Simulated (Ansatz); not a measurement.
Job for Ansatz (an electronic-structure program): U-CCSD(T)/def2-TZVPP on BAs, 2S+1 = 3, a spin state set in the input, which need not be the lowest, a point of a bond scan (R = 1.845 Å).

Ansatz 0.2 input:
```yaml
crystal:
  periodic: [false, false, false]
  atoms:
    - {symbol: B, position_ang: [0.00000000, 0.00000000, 0.00000000]}
    - {symbol: As, position_ang: [0.00000000, 0.00000000, 1.84495100]}
basis:
  gaussian:
    orbitals: def2-TZVPP
magnetization: {spin_polarized: true, initial_magnetization: 2}
correlation: {method: ccsd_t, electrons: valence}
output: {orbitals: {seedname: ./end}}
```

What total energy does the run end on?

-2259.0990 hartree (reference determinant -2258.7746, T1 diagnostic 0.045). Its determinant has ⟨S²⟩ = 2.25, a mixture of spin states.

How many basis functions does it have, and what does it roughly cost on one machine?

79 functions; about 28 core-seconds (a rough figure).
